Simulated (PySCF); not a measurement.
One molecule, one basis, several functionals.

Compound: C₂H₆Cl₄Si₂.
Atom-mapped SMILES: `[CH3:1][Si:2]([CH3:3])([Cl:4])[Si:5]([Cl:6])([Cl:7])[Cl:8]` (hydrogens: H9, H10, H11 on C1; H12, H13, H14 on C3)

Torsions of this conformer, `[CH3:1][Si:2]([CH3:3])([Cl:4])[Si:5]([Cl:6])([Cl:7])[Cl:8]`: C1–Si2–Si5–Cl6 53°.

PySCF, pcSseg-1 basis, density fitting, gas phase, PBE0-D3(BJ)/def2-SVP geometry. One functional is left out:

```tsv
functional	exact exchange (%)	HOMO energy (eV)	LUMO energy (eV)	dipole moment (D)
B97-D	0	-7.10	-1.37	2.970
BLYP	0	-6.91	-1.26	2.872
BP86	0	-7.20	-1.61	2.981
LDA	0	-7.19	-1.77	3.028
OPBE	0	-7.09	-1.44	2.996
B97-2	21	-8.10	-0.72	3.055
BHandHLYP	50	-9.44	0.34	3.077
```

Q: Predict the row of PBE0 (25 % exact exchange) by straight lines through the other rows, and check it.

A: 
```json
{"property": "HOMO energy (eV)", "line": "-8.27", "computed": "-8.32", "computed − line": "-0.05", "B97-2 (21 %), for comparison": "-8.10"}
{"property": "LUMO energy (eV)", "line": "-0.57", "computed": "-0.72", "computed − line": "-0.15", "B97-2 (21 %), for comparison": "-0.72"}
{"property": "dipole moment (D)", "line": "3.032", "computed": "3.054", "computed − line": "+0.022", "B97-2 (21 %), for comparison": "3.055"}
```

Q: Which of these properties follows the share of exact exchange most closely, and which least?

A: Most closely the HOMO energy, least the dipole moment; the correlations over the tabulated rows are HOMO energy -0.994, LUMO energy 0.974, dipole moment 0.670. The HOMO energy moves by -0.469 eV for every 10 %. Functionals with the same share still differ in their other parts: at 0 % BLYP and BP86 differ by 0.29 eV in it.
